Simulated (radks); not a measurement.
The numbers below are computed, except where a source is named.
Orbital eigenvalues (eV) of the lanthanum ion La+, [Xe] 5d2, at several levels of relativity; Dirac values are averaged over j with weights 2j + 1. Spin-unpolarised spherical Kohn-Sham, LDA (Slater exchange, Perdew-Wang correlation), point nucleus unless stated (finite: rms radius 4.855 fm), a radial shooting solver on a logarithmic mesh with Libxc functionals. A level marked "c x" has the speed of light scaled by that factor and shares open shells by 2j + 1; other Dirac levels either fill j = l - 1/2 first or share by 2j + 1.

2p: non-rel. -5400.0; Dirac, 2j+1 shares, finite nucleus -5537.1; Dirac, c x 2 -5432.1; Dirac, c x 3 -5414.1; change of magnitude, last against first (%) +0.26
3s: non-rel. -1223.9; Dirac, 2j+1 shares, finite nucleus -1320.0; Dirac, c x 2 -1246.1; Dirac, c x 3 -1233.6; change of magnitude, last against first (%) +0.80
3p: non-rel. -1088.9; Dirac, 2j+1 shares, finite nucleus -1119.6; Dirac, c x 2 -1096.1; Dirac, c x 3 -1092.1; change of magnitude, last against first (%) +0.29
3d: non-rel. -836.65; Dirac, 2j+1 shares, finite nucleus -824.31; Dirac, c x 2 -833.72; Dirac, c x 3 -835.36; change of magnitude, last against first (%) -0.15
4s: non-rel. -248.21; Dirac, 2j+1 shares, finite nucleus -269.28; Dirac, c x 2 -253.07; Dirac, c x 3 -250.34; change of magnitude, last against first (%) +0.86
4p: non-rel. -198.33; Dirac, 2j+1 shares, finite nucleus -203.78; Dirac, c x 2 -199.61; Dirac, c x 3 -198.89; change of magnitude, last against first (%) +0.28
4d: non-rel. -110.99; Dirac, 2j+1 shares, finite nucleus -107.52; Dirac, c x 2 -110.15; Dirac, c x 3 -110.62; change of magnitude, last against first (%) -0.33
5s: non-rel. -39.479; Dirac, 2j+1 shares, finite nucleus -42.933; Dirac, c x 2 -40.271; Dirac, c x 3 -39.826; change of magnitude, last against first (%) +0.88
5p: non-rel. -25.967; Dirac, 2j+1 shares, finite nucleus -26.560; Dirac, c x 2 -26.102; Dirac, c x 3 -26.026; change of magnitude, last against first (%) +0.23
4f (empty): non-rel. -11.427; Dirac, 2j+1 shares, finite nucleus -8.4705; Dirac, c x 2 -10.676; Dirac, c x 3 -11.092; change of magnitude, last against first (%) -2.93
5d: non-rel. -7.6227; Dirac, 2j+1 shares, finite nucleus -7.3618; Dirac, c x 2 -7.5549; Dirac, c x 3 -7.5924; change of magnitude, last against first (%) -0.40
6s (empty): non-rel. -7.1846; Dirac, 2j+1 shares, finite nucleus -7.7233; Dirac, c x 2 -7.3087; Dirac, c x 3 -7.2390; change of magnitude, last against first (%) +0.76
